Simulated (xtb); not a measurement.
C2H5Cl2FSi, SMILES F[SiH2]CC(Cl)Cl. All values are semi-empirical tight-binding results from xtb (GFN2-xTB unless named), good for trends rather than for accurate numbers. Geometry: GFN2-xTB. Other conformers were not sampled.

Optimised geometry:

```xyz
11

F     -2.8892    -1.4978    -0.0009
Si    -1.9553    -0.1865    -0.0593
C     -0.1737    -0.8526     0.0978
C      0.8423     0.1272    -0.4227
Cl     2.5120    -0.4261    -0.1081
Cl     0.6156     1.7206     0.3373
H     -2.3562     0.6249     1.0741
H     -2.1948     0.3932    -1.3710
H     -0.0644    -1.7876    -0.4550
H      0.0478    -1.0768     1.1427
H      0.7636     0.2825    -1.4996
```

**Question.** Estimate the properties. (An estimate is asked for; the answer gives what the named calculation found.)

**Answer.** 
| Property | Value |
|---|---|
| orbital gap | 5.82 eV |
| dipole moment | 1.11 D |
| zero-point energy | 40.7 kcal/mol |
| G − E(el) at 298.15 K (modified RRHO) | 19.2 kcal/mol |
| static polarisability (D4 model) | 81.3 bohr³ |
| solvation energy, GFN2-xTB/ALPB(water) | -1.6 kcal/mol |
| solvation energy, GFN2-xTB/ALPB(toluene) | -3.9 kcal/mol |

**Question.** Give the atomic charges and the Wiberg bond orders between heavy atoms. (An estimate is asked for; the answer gives what the named calculation found.)

**Answer.** charges (e) F1 -0.27, Si2 0.55, C3 -0.17, C4 0.14, Cl5 -0.17, Cl6 -0.17, H7 -0.04, H8 -0.06, H9 0.06, H10 0.06, H11 0.07. Bond orders F1–Si2 1.10, Si2–C3 0.84, C3–C4 1.04, C4–Cl5 0.95, C4–Cl6 0.95.
